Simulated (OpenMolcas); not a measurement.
Ag⁵⁺.

```json
{"Program": "OpenMolcas", "Method": "CASSCF", "Basis": "ANO-RCC-VTZP [7s6p4d2f1g]", "Scalar Hamiltonian": "DKH2, point nucleus", "Active space": "6 electrons in 5 orbitals (4d)", "State averaging": "2S+1 = 5 even, 5 roots; 2S+1 = 3 even, 45 roots kept (CI in the orbitals of an earlier block); 2S+1 = 1 even, 50 roots kept (CI in the orbitals of an earlier block)", "Spin-orbit coupling": "state interaction with AMFI integrals over the reference wave functions, term energies averaged over their components"}
```

Levels without dynamic correlation, in cm-1 above 4d6 5D4:

```tsv
Level	E
4d6 3H6	24366
4d6 3P2(1)	25486
4d6 3F3(1)	28503
4d6 3G5 [73 %]	31696
4d6 1I6	38174
```

On this reference, MS-CASPT2, IPEA 0.25 Eh, imaginary shift 0.1 Eh (closed shells correlated: 4s 4p) puts 4d6 3H6 at 22860 cm-1.

Problem. Estimate the other levels at that method by one scale factor, and say how well it serves.

Solution. The factor is 22860 / 24366 = 0.938. Scaled values beside those that MS-CASPT2 gives and measured ones (the list in Gamrath, thesis, University of Mons (2023)):
```csv
Level,Scaled,MS-CASPT2,Miss (%),Measured
4d6 3P2(1),23906,21870,+9.3,21042
4d6 3F3(1),26736,25600,+4.4,24441
4d6 3G5 [73 %],29731,29160,+2.0,27958
4d6 1I6,35807,36080,-0.8,34194
```
For these levels the scaled values miss MS-CASPT2 by up to 9.3 %, as correlation changes each term by its own factor, spin-orbit parts do not scale and CASPT2 has its own spread within terms. This holds within one configuration; levels of others move differently, and the target method has errors of its own against measurement.

Term energies are means over components that CASPT2 splits; among the terms shown or strongly mixed into the levels shown the widest spread is 1200 cm-1 (4d6 1I, MS-CASPT2). Terms from blocks run as CI alone lack orbitals of their own. Without dynamic correlation excited terms often stand tens of per cent too high (terms of higher spin than the ground term too low), and those without a measured partner can miss by more than the paired ones (holds for CASSCF). Computed and measured levels are paired by configuration, term and J; levels that our copy of the source lacks, or whose pairing is in doubt (as where it misses far off the trend of its configuration), stay unpaired and out of the deviations. Levels of configurations outside the active space are missing.

A share in square brackets marks a mixed level and gives the weight of the term that names it, the lowest over the columns. A number in round brackets counts repeated terms of one configuration in the order of the reference energies.
